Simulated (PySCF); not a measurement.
Vertical excitations of a molecule CH₃Si, multiplicity 2 from TDA-CAM-B3LYP/def2-TZVPD (PySCF), as energy in eV (oscillator strength): 1.50 (0.002), 2.73 (0.002), 3.89 (0.013), 4.73 (0.022), 5.48 (0.004), 5.49 (0.165), 5.84 (0.088), 6.06 (0.018), 6.24 (0.103), 6.38 (0.091). Geometry: B3LYP-D3(BJ)/def2-TZVP. Other conformers were not sampled.

Q: Which structure fits?
A. C[Si]
B. [CH]=[SiH2]
C. C=[SiH]

A: C, C=[SiH]
